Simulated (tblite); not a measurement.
Record of a relaxation.

C9H16.
Numbering: `[CH3:1][CH2:2][C:3]#[C:4][CH2:5][C:6]([CH3:7])([CH3:8])[CH3:9]` (hydrogens: H10, H11, H12 on C1; H13, H14 on C2; H15, H16 on C5; H17, H18, H19 on C7; H20, H21, H22 on C8; H23, H24, H25 on C9)

Computed with GFN2-xTB (tblite), gas phase: L-BFGS steps from a force-field or distance-geometry start until the largest atomic force falls under 0.01 eV/Å. 3 of its 75 geometries are shown.

Step 0: E = -745.0915 eV, largest atomic force 0.919 eV/Å
```
atom  x, y, z in Å  |  force x, y, z in eV/Å
C1      3.630    0.201   -0.850   -0.475   0.360  -0.647
C2      3.317   -0.390    0.505    0.082  -0.251   0.629
C3      1.885   -0.445    0.771   -0.911   0.037   0.112
C4      0.691   -0.469    0.959    0.227  -0.020  -0.033
C5     -0.761   -0.521    1.218    0.498   0.223  -0.373
C6     -1.614    0.043    0.040    0.121   0.128  -0.010
C7     -1.384   -0.762   -1.251    0.068  -0.376   0.177
C8     -1.273    1.529   -0.215   -0.285   0.003  -0.057
C9     -3.091   -0.066    0.434   -0.445   0.119   0.366
H10     3.233    1.225   -0.921    0.165  -0.327   0.018
H11     4.699    0.230   -1.025    0.125  -0.003  -0.005
H12     3.159   -0.390   -1.648    0.157   0.148   0.214
H13     3.736   -1.404    0.579   -0.136   0.040  -0.072
H14     3.819    0.201    1.288   -0.217  -0.011  -0.083
H15    -0.981    0.051    2.130    0.102   0.022  -0.188
H16    -1.055   -1.557    1.422    0.089   0.047  -0.156
H17    -0.355   -0.672   -1.607   -0.142   0.016   0.186
H18    -1.593   -1.835   -1.086    0.099   0.492  -0.025
H19    -2.045   -0.414   -2.044    0.021   0.028   0.098
H20    -1.405    2.126    0.695    0.033  -0.198  -0.168
H21    -1.939    1.950   -0.987    0.216  -0.238   0.294
H22    -0.249    1.660   -0.563   -0.027  -0.157   0.098
H23    -3.302    0.518    1.356    0.165  -0.364  -0.530
H24    -3.389   -1.111    0.618    0.200   0.397  -0.061
H25    -3.743    0.328   -0.358    0.270  -0.114   0.216
```

Step 37: E = -745.1806 eV, largest atomic force 0.023 eV/Å
```
atom  x, y, z in Å  |  force x, y, z in eV/Å
C1      3.598    0.215   -0.878   -0.010   0.007  -0.010
C2      3.268   -0.381    0.490    0.013  -0.007   0.011
C3      1.839   -0.424    0.736    0.021   0.003  -0.009
C4      0.659   -0.462    0.944   -0.022  -0.001   0.004
C5     -0.766   -0.515    1.208    0.001   0.007  -0.011
C6     -1.615    0.045    0.049    0.009   0.000  -0.004
C7     -1.355   -0.768   -1.221    0.000  -0.002   0.005
C8     -1.250    1.510   -0.199   -0.002  -0.006   0.004
C9     -3.091   -0.060    0.437    0.005   0.004  -0.004
H10     3.221    1.233   -0.952   -0.010   0.009   0.001
H11     4.676    0.232   -1.027   -0.003   0.004  -0.011
H12     3.146   -0.376   -1.671   -0.008  -0.005  -0.003
H13     3.666   -1.399    0.552    0.011  -0.013   0.010
H14     3.742    0.217    1.275    0.012   0.001   0.010
H15    -0.974    0.057    2.118    0.002  -0.001  -0.007
H16    -1.048   -1.557    1.393   -0.001   0.010  -0.006
H17    -0.303   -0.715   -1.492   -0.007  -0.005   0.007
H18    -1.620   -1.813   -1.070    0.005   0.006   0.003
H19    -1.947   -0.380   -2.047    0.005  -0.004   0.001
H20    -1.439    2.110    0.689    0.002  -0.004   0.002
H21    -1.841    1.915   -1.018    0.005  -0.002   0.007
H22    -0.197    1.599   -0.455   -0.002  -0.007   0.008
H23    -3.291    0.512    1.341   -0.013   0.000  -0.005
H24    -3.368   -1.097    0.619   -0.007   0.002  -0.002
H25    -3.722    0.327   -0.360   -0.005   0.003  -0.003
```

Step 74: E = -745.1832 eV, largest atomic force 0.009 eV/Å
```
atom  x, y, z in Å  |  force x, y, z in eV/Å
C1      3.520    0.225   -0.890    0.000   0.002  -0.003
C2      3.261   -0.381    0.490   -0.003   0.003  -0.004
C3      1.839   -0.441    0.773    0.001  -0.005   0.008
C4      0.659   -0.479    0.979    0.000   0.005  -0.006
C5     -0.769   -0.523    1.227    0.000   0.002  -0.001
C6     -1.595    0.042    0.053    0.003   0.003  -0.004
C7     -1.318   -0.775   -1.210    0.001  -0.003  -0.002
C8     -1.212    1.503   -0.187    0.003   0.004   0.002
C9     -3.079   -0.049    0.410    0.003   0.001  -0.002
H10     3.117    1.234   -0.943    0.002   0.004  -0.001
H11     4.588    0.266   -1.092    0.002  -0.001  -0.001
H12     3.042   -0.374   -1.663    0.003  -0.004  -0.001
H13     3.678   -1.392    0.536   -0.004   0.005  -0.001
H14     3.753    0.225    1.258   -0.005  -0.004  -0.001
H15    -0.986    0.053    2.131   -0.003  -0.004   0.003
H16    -1.062   -1.562    1.408   -0.003   0.002   0.002
H17    -0.258   -0.744   -1.453   -0.004  -0.001  -0.002
H18    -1.607   -1.814   -1.066    0.005  -0.001   0.003
H19    -1.880   -0.377   -2.052    0.005  -0.002   0.004
H20    -1.425    2.106    0.694    0.004  -0.003   0.002
H21    -1.773    1.912   -1.025    0.002  -0.006   0.005
H22    -0.150    1.582   -0.408   -0.003  -0.001   0.000
H23    -3.296    0.526    1.308   -0.006   0.000  -0.003
H24    -3.371   -1.083    0.586   -0.003   0.002   0.000
H25    -3.689    0.343   -0.402    0.000   0.001   0.003
```

Question: Summarise the path.

Answer: The energy falls by 8.85 kJ/mol from step 0 to step 74; nine tenths of that is first reached at step 12. It rises by more than 0.2 meV at step 2. The largest force goes from 0.919 to 0.009 eV/Å. Among the bonds C4–C5 changes most, from 1.476 to 1.450 Å; the atoms move by 0.098 Å rms after alignment.

Question: Follow the three bonds and two angles with the largest change from start to end.

Answer: 
```csv
step,E above end (kJ/mol),largest force (eV/Å),C4–C5 (Å),C9–H23 (Å),C1–C2 (Å),H13–C2–H14 (°),C6–C8–H22 (°)
0,8.85,0.919,1.476,1.111,1.511,105.9,112.0
3,3.72,0.228,1.458,1.088,1.534,106.9,111.6
6,1.78,0.225,1.454,1.087,1.529,107.6,111.2
10,1.00,0.061,1.451,1.089,1.529,108.1,110.4
13,0.80,0.078,1.451,1.088,1.529,107.8,110.6
16,0.70,0.072,1.449,1.088,1.528,107.9,110.4
19,0.63,0.034,1.450,1.089,1.528,108.0,110.3
23,0.55,0.029,1.450,1.088,1.529,108.1,110.3
26,0.48,0.030,1.450,1.089,1.528,107.9,110.1
29,0.43,0.034,1.451,1.089,1.529,107.9,110.1
32,0.37,0.041,1.450,1.088,1.530,108.0,110.1
35,0.28,0.033,1.450,1.088,1.528,108.0,110.2
39,0.24,0.017,1.450,1.088,1.529,108.1,110.3
42,0.21,0.033,1.450,1.088,1.530,108.0,110.2
45,0.19,0.041,1.451,1.088,1.529,107.8,110.3
48,0.16,0.024,1.451,1.088,1.529,107.9,110.2
51,0.15,0.023,1.451,1.088,1.529,108.1,110.2
55,0.13,0.034,1.451,1.088,1.529,108.0,110.3
58,0.10,0.028,1.450,1.088,1.529,107.9,110.3
61,0.07,0.021,1.450,1.088,1.529,108.0,110.3
64,0.04,0.017,1.450,1.088,1.529,108.1,110.4
68,0.03,0.015,1.450,1.088,1.529,108.0,110.3
71,0.01,0.017,1.450,1.088,1.529,108.0,110.2
74,0.00,0.009,1.450,1.088,1.529,108.1,110.2
```

What follows is the cost of the whole relaxation. Hardware: Arm Neoverse V1, one thread, no GPU (shared host). Cost: 0.62 s wall.
